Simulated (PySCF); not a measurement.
FHMg.

```xyz
3

Mg     0.0000     0.0000     0.6431
H      0.0000     0.0000     2.3323
F      0.0000     0.0000    -1.1166
```

Coordinates come from a r2SCAN-D4/def2-TZVPD optimisation.

All values below come from KT2/pcSseg-2 in PySCF. Non-relativistic, no solvent.

Computed absolute GIAO shielding of each atom: isotropic value and principal components (ppm):
```
atom  σ(iso)    σ11    σ22    σ33   span
----  ------  -----  -----  -----  -----
Mg1    516.1  418.4  418.4  711.5  293.1
H2      26.7   24.4   24.4   31.2    6.7
F3     374.0  318.5  318.5  485.1  166.6
```
